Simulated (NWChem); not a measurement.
C4H7F; SMILES CC(=CF)C

Computed with NWChem. Pople sets run with spherical d functions. All runs use the structure optimised with PBE0/def2-SVP. Level: M05-2X/6-31G* with COSMO at NWChem's default radii, gas-phase geometry; rows give the dielectric constant.

For dielectric constant 2.4:

| Property | Result |
|---|---|
| dipole in solution (D) | 1.72 |

Q: Estimate the same quantities for dielectric constant 25.0.

A: 
| Item | Value |
|---|---|
| dipole in solution (D) | 1.90 |
